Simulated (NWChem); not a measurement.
C₄H₆; SMILES C#CCC

Results from NWChem. Each level has its own optimisation; frequencies are unscaled. Brackets give each atom's bonded neighbours.

For level PBE0/def2-SVP:

```yaml
r C–H [C(CH)–H(C)] (Å): 1.074
highest harmonic frequency (cm⁻¹): 3491
lowest (cm⁻¹): 204
zero-point energy (kcal/mol): 53.3
```

Question: What are these values for level Hartree-Fock/3-21G?

Answer: 
* **r C–H [C(CH)–H(C)] (Å)**: 1.050
* **highest harmonic frequency (cm⁻¹)**: 3664
* **lowest (cm⁻¹)**: 241
* **zero-point energy (kcal/mol)**: 57.7
